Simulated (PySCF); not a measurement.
From results back to the method.

Species: C₅H₆O₂.
Atom-mapped SMILES: `[CH3:1][O:2][c:3]1[cH:4][cH:5][cH:6][o:7]1` (hydrogens: H8, H9, H10 on C1; H11 on C4; H12 on C5; H13 on C6)

The closed-shell ground state was solved 4 times with PySCF (density fitting, gas phase), always in the pcSseg-1 basis (149 functions), with these functionals: B3LYP, BP86, LC-wPBE and mPW1PW91. Geometry: PBE0-D3(BJ)/def2-SVP, one conformer, isolated molecule.

```csv
row,total energy (Eh),HOMO (eV),LUMO (eV),dipole (D)
P,-344.4230,-5.85,0.76,1.21
Q,-344.5148,-5.61,0.55,1.18
R,-344.5173,-4.84,-0.27,1.26
S,-344.2891,-8.39,3.07,1.26
```

Q: Which functional belongs to which row?

A: P = mPW1PW91, Q = B3LYP, R = BP86, S = LC-wPBE. By rising HOMO–LUMO gap: BP86 (GGA) 4.57 eV; B3LYP (global hybrid, 20 % exact exchange) 6.16 eV; mPW1PW91 (global hybrid, 25 % exact exchange) 6.61 eV; LC-wPBE (range-separated hybrid) 11.46 eV. Total energies of different functionals aren't bounds to one another; each is stationary for its own functional.

Conformer computed: `[CH3:1][O:2][c:3]1[cH:4][cH:5][cH:6][o:7]1`: C1–O2–C3–C4 180°.
